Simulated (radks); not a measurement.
Results of a calculation; reference values are marked as such.
All-electron atom: Ru14+ in [Ar] 3d10 4s2.

Level of theory: Dirac Kohn-Sham, PBE, spin-unpolarised, spherical densities, finite nucleus; Fermi nuclear charge, rms radius 4.4809 fm (a radial shooting solver on a logarithmic mesh with Libxc functionals).

Energy parts (hartree):
| part | energy |
|---|---|
| total | -4463.32300 |
| kinetic | 4647.28170 |
| electron-nucleus | -10437.09130 |
| Hartree | 1449.91287 |
| exchange-correlation | -123.42627 |

Orbitals (lengths in bohr, moments of r in powers of bohr):
orbital,occ.,eigenvalue (hartree),<1/r>
1s1/2,2,-817.6831,45.88
2s1/2,2,-127.5167,10.50
2p1/2,2,-118.7628,10.48
2p3/2,4,-113.9412,9.929
3s1/2,2,-31.62213,3.657
3p1/2,2,-28.21959,3.564
3p3/2,4,-27.38422,3.432
3d3/2,4,-21.38132,3.266
3d5/2,6,-21.21593,3.232
4s1/2,2,-12.51664,1.572

The highest occupied level is 4s1/2 at -340.60 eV. The density falls to 0.001 e/bohr^3 at r = 1.84 bohr. Summed over all electrons, <r^2> = 5.111 bohr^2, which gives a Langevin (diamagnetic) susceptibility term of -4.05 x 10^-6 cm^3/mol.
